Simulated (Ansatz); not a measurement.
SnHMe2(nBu) (C₆H₁₆Sn). Charge 0, multiplicity 1. Geometry r2SCAN-D4/def2-SVP, basis def2-TZVP, Ansatz.

```xyz
23

Sn   -0.118    1.408    1.201
H     1.477    2.062    1.327
C    -1.536    3.011    0.887
H    -1.515    3.712    1.735
H    -2.552    2.601    0.795
H    -1.294    3.564   -0.032
C    -0.606    0.361    3.029
H     0.099   -0.466    3.201
H    -1.624   -0.051    2.965
H    -0.557    1.046    3.889
C    -0.184    0.006   -0.458
C     0.849   -1.116   -0.345
C     0.752   -2.181   -1.445
C     1.004   -1.651   -2.853
H    -1.208   -0.409   -0.492
H    -0.049    0.586   -1.387
H     1.869   -0.686   -0.353
H     0.747   -1.620    0.634
H     1.477   -2.984   -1.223
H    -0.247   -2.654   -1.400
H     0.979   -2.463   -3.597
H     0.246   -0.910   -3.154
H     1.991   -1.164   -2.925
```

| run | HOMO (eV) | LUMO (eV) |
| --- | --- | --- |
| A | -6.18 | -0.15 |
| B | -6.39 | 0.36 |
| C | -7.32 | 0.67 |
| D | -9.98 | 2.89 |
| E | -7.46 | 1.03 |
| F | -6.04 | -0.15 |

In the def2 sets Sn takes a core potential; there is no spin–orbit coupling.

**Question.** The runs used BLYP, HF, PBE, PBE0, r2SCAN, r2SCAN0. Estimate which is which.

**Answer.** A PBE (0 % exact exchange); B r2SCAN (0 % exact exchange); C PBE0 (25 % exact exchange); D HF (100 % exact exchange); E r2SCAN0 (25 % exact exchange); F BLYP (0 % exact exchange). Exact exchange lowers occupied and raises empty levels; among semilocal functionals meta-GGAs tend to open the gap a little, and such runs are hard to tell apart. The gap grows from 5.89 eV (BLYP) to 12.88 eV (HF).
